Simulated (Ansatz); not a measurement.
Ge(F)(Cl)2(Me) (CH3Cl2FGe), SMILES [CH3][Ge]([F])([Cl])[Cl].

The structure is a stationary point at B3LYP-D3(BJ)/def2-SVP. This is a generated structure with no PubChem entry under its InChIKey; it may be hypothetical.

Two levels are set side by side: PBE/def2-SVPD (Ansatz, a first-principles code) and PBE0/def2-SVPD (Ansatz). Energy differences of separate SCF runs at the same geometry; the states with an electron removed or added have multiplicity 2 and 2. Differences are taken from unrounded values.

| quantity | PBE0 |
|---|---|
| vertical ionisation energy (eV) | 11.55 |
| vertical singlet–triplet gap (eV) | 6.43 |

Q: What does PBE give, and how far is it from PBE0? (Estimate from the structure and the level; the computed values follow.)

A: 
| quantity | PBE | PBE minus PBE0 |
|---|---|---|
| vertical ionisation energy (eV) | 11.02 | -0.52 |
| vertical singlet–triplet gap (eV) | 5.82 | -0.61 |
